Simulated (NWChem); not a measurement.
Molecule: AlH$_{2}$F; SMILES [F][AlH2]

```xyz
4

Al     0.0000     0.0000    -0.5671
H      0.0000     1.4058    -1.2925
H      0.0000    -1.4058    -1.2925
F      0.0000     0.0000     1.0913
```
Atoms are numbered in this order, from 1.

Program: NWChem. Coordinates come from a B3LYP/6-31G* (spherical d) optimisation. GIAO values for the isolated, static molecule; σ is the absolute isotropic shielding, δ = σ(reference) − σ with the isolated reference molecule computed at the same levels (19F: trichlorofluoromethane, 1H: tetramethylsilane).

### Question
Predict the results for PBE0/pcSseg-1. Quantities: σ Al1 (ppm); δ H2 (ppm); δ F4 (ppm).

### Answer
```
Item          Value
-----------  ------
σ Al1 (ppm)   379.4
δ H2 (ppm)     4.86
δ F4 (ppm)   -136.3
```
